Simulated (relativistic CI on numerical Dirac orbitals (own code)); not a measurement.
## Level scheme of Hg⁶⁹⁺

These numbers are calculated, not measured: Dirac-Coulomb-Breit CI, orbitals from a KLI potential per configuration, a model potential for QED, unscaled Slater integrals (own radial code, finite nucleus).

Configuration list (outside the closed core [Ne]): 3s, 3p, 3d, 4s, 4p, 4d, 4f, 5s, 5p, 5d, 5f, 5g, 6s, 6p, 6d. Levels of other configurations are missing.

The lowest level is 3s 2S_1/2, with 100 % of that term; Hund's rules for 3s give 2S with J = 1/2, in agreement.

| No. | Configuration | Term | J | E (eV) | % | Lifetime (s) |
| --- | --- | --- | --- | --- | --- | --- |
| 1 | 3s | 2S | 1/2 | 0.00 | 100 |  |
| 2 | 3p | 2P° | 1/2 | 181.07 | 100 | 1.93e-11 |
| 3 | 3p | 2P° | 3/2 | 723.42 | 100 | 2.75e-13 |
| 4 | 3d | 2D | 3/2 | 929.07 | 100 | 3.52e-13 |
| 5 | 3d | 2D | 5/2 | 1050.63 | 100 | 3.40e-12 |
| 6 | 4s | 2S | 1/2 | 3936.57 | 100 | 1.03e-14 |
| 7 | 4p | 2P° | 1/2 | 4011.17 | 100 | 8.52e-15 |
| 8 | 4p | 2P° | 3/2 | 4233.35 | 100 | 1.52e-14 |
| 9 | 4d | 2D | 3/2 | 4311.34 | 100 | 6.28e-15 |
| 10 | 4d | 2D | 5/2 | 4363.85 | 100 | 5.94e-15 |
| 11 | 4f | 2F° | 5/2 | 4404.15 | 100 | 2.82e-15 |
| 12 | 4f | 2F° | 7/2 | 4427.32 | 100 | 2.92e-15 |
| 13 | 5s | 2S | 1/2 | 5685.45 | 100 | 1.29e-14 |
| 14 | 5p | 2P° | 1/2 | 5722.81 | 100 | 1.07e-14 |
| 15 | 5p | 2P° | 3/2 | 5834.48 | 100 | 1.78e-14 |
| 16 | 5d | 2D | 3/2 | 5872.63 | 100 | 8.36e-15 |
| 17 | 5d | 2D | 5/2 | 5899.69 | 100 | 8.15e-15 |
| 18 | 5f | 2F° | 5/2 | 5919.69 | 100 | 5.34e-15 |
| 19 | 5f | 2F° | 7/2 | 5931.60 | 100 | 5.54e-15 |
| 20 | 5g | 2G | 7/2 | 5934.36 | 100 | 9.49e-15 |
| 21 | 5g | 2G | 9/2 | 5941.41 | 100 | 9.63e-15 |
| 22 | 6s | 2S | 1/2 | 6610.75 | 100 | 1.81e-14 |
| 23 | 6p | 2P° | 1/2 | 6632.00 | 100 | 1.51e-14 |
| 24 | 6p | 2P° | 3/2 | 6695.79 | 100 | 2.38e-14 |
| 25 | 6d | 2D | 3/2 | 6717.31 | 100 | 1.21e-14 |
| 26 | 6d | 2D | 5/2 | 6732.99 | 100 | 1.21e-14 |

Energies count from the lowest computed level; ° marks odd parity; lifetimes are radiative, by E1, M1, E2, M2 decay to levels of this space only.

The mean weight of the leading LS term, summed over parents, in these 26 levels is 100 %, and that of the leading jj configuration (from the same eigenvectors) 100 %.

At this charge energies of transitions that change n are usually good to better than 1 %, and those within a shell (Δn = 0) to a few per cent.
